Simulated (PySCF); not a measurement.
Species: C8H13P.
Bonds: C1–C2 (triple), C2–P3, P3–C4, C4–C5, C4–C6, P3–C7, C7–C8, C8–C9, C7–C9. Hydrogens: H10 on C1; H11 on C4; H12, H13, H14 on C5; H15, H16, H17 on C6; H18 on C7; H19, H20 on C8; H21, H22 on C9.

Definitions: NICS(0) = −σiso at the ring centroid; NICS(1) = −σiso and NICS(1)zz = −σzz at ±1 Å along the ring normal z. Level: GIAO PBE0/pcSseg-1 (PySCF, non-relativistic, gas phase) on the GFN2-xTB geometry, one conformer.

Ring bond lengths (Å), with Mayer bond orders in brackets: C7–C8 1.502 (0.94), C8–C9 1.492 (0.99), C9–C7 1.502 (0.94).

Q: Give the NICS values of each ring in ppm.

A: 
```json
{"ring": "C7–C8–C9", "type": "3-membered carbocycle; formal bonds all single", "NICS(0)": "-43.6", "NICS(1), two faces": "-8.6 / -8.6", "NICS(1)zz, two faces": "-21.7 / -23.8", "rms pucker (Å)": "0.00", "centre to ring atoms, mean (Å)": "0.87"}
```

Q: What do they say, and how far can they be read as aromaticity?

A: 
- C7–C8–C9: mean NICS(1)zz -22.7 ppm, shielded. C7, C8, C9 have four or more neighbours; no verdict on aromaticity is drawn. NICS(0) lies 35 ppm below the mean NICS(1).

Q: What is the mean of the two in-plane components of NICS at the first NICS(1) probe listed for ring C7–C8–C9, 1 Å off the ring?

A: The isotropic value is a third of the trace: (3 × -8.6 − (-21.7))/2 = -2.0 ppm.

Q: List the ring angles and the Hirshfeld charges of the ring atoms.

A: 
- C7–C8–C9: C7 59.5° (-0.085 e), C8 60.2° (-0.090 e), C9 60.2° (-0.089 e); sum 180.0° against 180° for a flat convex ring.

Q: What are the shieldings of the ring atoms and their hydrogens in the same run (means over atoms taken as equivalent)?

A: 
```csv
atoms,environment,σ isotropic (ppm),"principal values of the symmetric part, first atom (ppm)"
C7,sp3 carbon bound to phosphorus,171.2,"137.6, 156.0, 220.1"
C8 (×2),three-membered-ring carbon,180.6,"148.4, 178.7, 209.5"
H18,methine hydrogen,30.73,"24.4, 29.2, 38.6"
H19 (×2),methylene hydrogen,31.28,"25.9, 28.7, 39.4"
H20 (×2),methylene hydrogen,30.91,"25.7, 26.0, 41.1"
```

The run took about 2.1 min of CPU time (one thread, shared machine). This is the whole shielding run at PBE0/pcSseg-1, SCF included.

The values belong to the conformer `[CH:1]#[C:2][P:3]([CH:4]([CH3:5])[CH3:6])[CH:7]1[CH2:8][CH2:9]1`: C2–P3–C4–C5 -167°, C2–P3–C7–C8 -159°.
